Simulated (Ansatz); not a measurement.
Cost and result for the atomization energy of C3H9FS3Sn, SMILES `C[S][Sn]([F])([S]C)[S]C` (17 atoms, 16 bonds).

```xyz
17

C     0.1729    0.4177   -2.3240
S     1.1580    0.9399   -0.8841
Sn   -0.1152   -0.1826    0.7897
F     0.8550    0.3118    2.3790
S    -0.0665   -2.5421    0.5584
C     1.7396   -2.7591    0.4695
S    -2.3363    0.6308    0.9591
C    -1.9541    2.4036    1.1270
H     0.1792   -0.6660   -2.4384
H    -0.8534    0.7777   -2.2555
H     0.6480    0.8679   -3.1955
H     1.9030   -3.8050    0.2097
H     2.1781   -2.1279   -0.3031
H     2.2043   -2.5515    1.4319
H    -2.9105    2.9229    1.0674
H    -1.3104    2.7495    0.3186
H    -1.4917    2.6124    2.0902
```

The species carries charge 0 and has multiplicity 1. Correlated methods include outer-core shells of Sn, which these sets cover unevenly. Sn: def2 effective core potential. The geometry is a stationary point of PBE0-D4/def2-TZVP. It is one conformer, not always the lowest. Program: Ansatz. All runs use 4 threads of an AMD EPYC 7R13 on a shared host and a share of an NVIDIA H100 80 GB. Times are those of one run each, without the atoms' runs, and a repeat can differ threefold. Electronic energies, without spin–orbit coupling; frozen cores. CCSD(T)/CBS adds CCSD(T) − MP2 in def2-TZVPP to the MP2 limit, and its time is that of the two runs behind it. T1 = 0.013. With those shells the extrapolation isn't a true limit.

CCSD(T)/CBS is a level of theory with its own doubt, some kJ/mol a heavy atom from the limit and from the frozen cores, so smaller differences don't rank the functionals.

```
                           level  functions  wall time  atomization (kcal/mol)  difference from CCSD(T)/CBS  per bond
          LDA (SPW92)/def2-TZVPP        426      3.1 s                  1643.4                        206.1      12.9
            revPBE-D4/def2-TZVPP        426      3.4 s                  1427.0                        -10.3      -0.6
             PBE-QIDH/def2-TZVPP        426      4.6 s                  1421.9                        -15.4      -1.0
                CCSD(T)/def2-SVP        181      4.9 s                  1334.3                       -103.0      -6.4
         CAM-B3LYP-D4/def2-TZVPP        426      5.5 s                  1427.3                        -10.0      -0.6
              BLYP-D4/def2-TZVPP        426        6 s                  1423.8                        -13.5      -0.8
              PBE0-D4/def2-TZVPP        426        6 s                  1436.3                         -1.0      -0.1
ωB97M-V/def2-TZVPP (with forces)        426        6 s                  1436.3                         -1.0      -0.1
             BHLYP-D4/def2-TZVPP        426      6.5 s                  1386.4                        -50.9      -3.2
           r2SCANh-D4/def2-TZVPP        426        8 s                  1428.1                         -9.2      -0.6
                  MP2/def2-QZVPP        790       11 s                  1439.6                          2.3       0.1
              CCSD(T)/def2-TZVPP        426       38 s                  1391.3                        -46.0      -2.9
               CCSD(T)/CBS(def2)          –       49 s                  1437.3                          0.0       0.0
```

In def2-TZVPP, CCSD(T) changes the Hartree–Fock value by +366.7 kcal/mol (the triples alone add +25.9 kcal/mol) and MP2 by +387.8 kcal/mol; breaking electron pairs costs correlation energy, which Hartree–Fock lacks. From PBE to PBE0 (25 % exact exchange), in def2-TZVPP and without D4, the atomization energy moves by −23.8 kcal/mol: exact exchange takes away binding that semilocal exchange gives to molecules. At CCSD(T), def2-SVP lies −103.0 kcal/mol from the extrapolated value and def2-TZVPP −46.1 kcal/mol: correlation converges slowly with the basis, and small sets miss more of it in the bonded molecule than in its fragments.

Spin–orbit coupling would lower the free Sn atoms strongly, and the atomization energy with them, by more than many differences here. For some Ge, Se and Sn compounds the MP2-based and the directly extrapolated limit differ by 10 to 25 kJ/mol.
